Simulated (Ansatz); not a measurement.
`[BH3-][O+]1CCCC1` at its PBE0-D4/def2-TZVP geometry, where that method's forces vanish. Charge 0, multiplicity 1.

| atom | x (Å) | y (Å) | z (Å) |
| --- | --- | --- | --- |
| B1 | -1.8634 | 0.5186 | 0.4430 |
| O2 | -0.7871 | -0.6318 | 0.0201 |
| C3 | -0.1295 | -0.3998 | -1.2424 |
| C4 | 1.0967 | 0.4404 | -0.9126 |
| C5 | 1.3726 | 0.1440 | 0.5744 |
| C6 | 0.2761 | -0.8347 | 0.9735 |
| H7 | -2.6556 | 0.5071 | -0.4682 |
| H8 | -1.2217 | 1.5466 | 0.5287 |
| H9 | -2.2974 | 0.1198 | 1.4969 |
| H10 | -0.8565 | 0.0805 | -1.8916 |
| H11 | 0.1384 | -1.3807 | -1.6442 |
| H12 | 0.8843 | 1.4986 | -1.0568 |
| H13 | 1.9358 | 0.1722 | -1.5553 |
| H14 | 2.3590 | -0.2911 | 0.7377 |
| H15 | 1.3037 | 1.0569 | 1.1640 |
| H16 | 0.5957 | -1.8754 | 0.8737 |
| H17 | -0.1511 | -0.6713 | 1.9592 |

(1) For each bond, give half the difference of the two atoms' forces along it (eV/Å; positive pushes the atoms apart) under PBE-D4, r2SCAN-D4, B3LYP-D4, ωB97M-V in def2-TZVPP. (Best estimate.)

Results:

(1) Ansatz gave: 
```csv
bond,length (Å),PBE-D4,r2SCAN-D4,B3LYP-D4,ωB97M-V
B1–O2,1.631,-0.09,-0.01,0.09,0.11
B1–H7,1.208,0.05,-0.05,-0.11,-0.10
B1–H8,1.215,0.02,-0.04,-0.08,-0.06
O2–C6,1.442,0.36,0.31,0.26,0.14
C3–C4,1.523,-0.01,0.08,0.19,0.15
C3–H10,1.087,0.06,-0.11,-0.19,-0.14
C3–H11,1.093,0.07,-0.08,-0.15,-0.12
C4–C5,1.541,0.07,0.14,0.21,0.13
C4–H12,1.089,0.09,-0.07,-0.13,-0.11
C4–H13,1.090,0.07,-0.07,-0.13,-0.10
C5–C6,1.523,-0.01,0.08,0.19,0.15
C5–H14,1.090,0.07,-0.07,-0.13,-0.11
C5–H15,1.089,0.09,-0.07,-0.13,-0.11
C6–H16,1.093,0.07,-0.08,-0.15,-0.12
```

B3LYP here is the variant with VWN-RPA as its local correlation; programs differ in this.
